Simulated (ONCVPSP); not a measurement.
**gallium, ONCV: configuration errors across variants**

```json
{
 "Element": "Ga (Z = 31)",
 "Generator": "ONCVPSP 4.0.1",
 "Type": "optimised norm-conserving Vanderbilt (ONCV)",
 "Functional": "PBEsol",
 "Relativity": "scalar-relativistic",
 "Frozen core": "[Ar] 3d10",
 "Valence charge": "3",
 "Reference configuration": "4s2 (charge +1)",
 "Partial waves": "4s: rc 2.05 bohr, ncon 3, nbas 7, qcut 3.2 1/bohr, 2 projectors, debl 2.5 Ha; p scattering state at 0.31 Ha: rc 1.60 bohr, ncon 3, nbas 7, qcut 4.9 1/bohr, 2 projectors, debl 3.9 Ha; d scattering state at 0.23 Ha: rc 1.85 bohr, ncon 4, nbas 7, qcut 5.9 1/bohr, 2 projectors, debl 1.5 Ha",
 "Local potential": "polynomial inside 1.15 bohr (lpopt 5, dvloc0 -1 Ha)",
 "Core correction": "Teter function, fcfact 3.5, rcfact 1"
}
```

In the p channel the program set the typed energies aside and used 0.050, 3.950 Ha.

All-electron excitation energies from the reference (eV): (1) 4s2 4p1 -5.680; (2) 4s1 21.137; (3) 4s2 4p0.5 -3.653; (4) 4s0 4p3 7.711.

2 further variants failed, have other tests or too few solved ones, and are left out.

A true bound ghost makes a file unfit for plane-wave use even where its test errors are small: the radial tests pick states by their node count and pass the ghost by.

Errors AE − PS in meV (a dash: test not solved or not reliable):

| change | (1) | (2) | (3) | (4) | bound ghosts | GHOST(+) flags above zero |
| --- | --- | --- | --- | --- | --- | --- |
| base | +18 | -16 | +7.8 | +28 | d | s, p |
| core correction none | +15 | +20 | +6.9 | – | d | s, p |
| local potential polynomial inside 1.15 bohr (lpopt 5, dvloc0 5 Ha) | +17 | -16 | +7.5 | +26 | d | s |
| d: nproj 3 | +18 | -16 | +7.8 | +28 | d | s, p |
| d: debl 0.5 | +18 | -16 | +7.8 | +28 | d | s, p |
| d: ncon 3, nbas 6 | +18 | -16 | +7.8 | +28 | d | s, p |
| s: qcut 2.3 | +18 | -35 | +8.0 | -19 | d | s, p |
| core correction Teter function, fcfact 1.6, rcfact 1 | +16 | -7.6 | +7.1 | +49 | d | s, p |
| core correction Teter function, fcfact 3.5, rcfact 1.38 | -1.4 | -121 | 0.0 | -28 | d | s, p |

(1) Give the same row for: p: nproj 0; local potential the p channel.

Answers

(1) +27, -16, +13, +51; bound ghosts: d; GHOST(+) flags above zero: d.
